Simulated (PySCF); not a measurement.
Method: PBE-D3(BJ)/def2-TZVP // PBE-D3(BJ)/def2-SVP (PySCF 2.14.0). Isolated molecules, 0 K electronic values unless said otherwise. 

Reference species: [Ti(F)4] (neutral, multiplicity 1).

| Property | Result |
|---|---|
| coordination number | 4 |
| HOMO–LUMO gap | 6.33 eV |

Changed species: [V(=O)(F)3] (M = V, oxo; the reference has M = Ti).

Predict the effect on the coordination number and HOMO–LUMO gap.

the coordination number stays essentially unchanged; the HOMO–LUMO gap drops by 1.83 eV, to 4.50 eV.
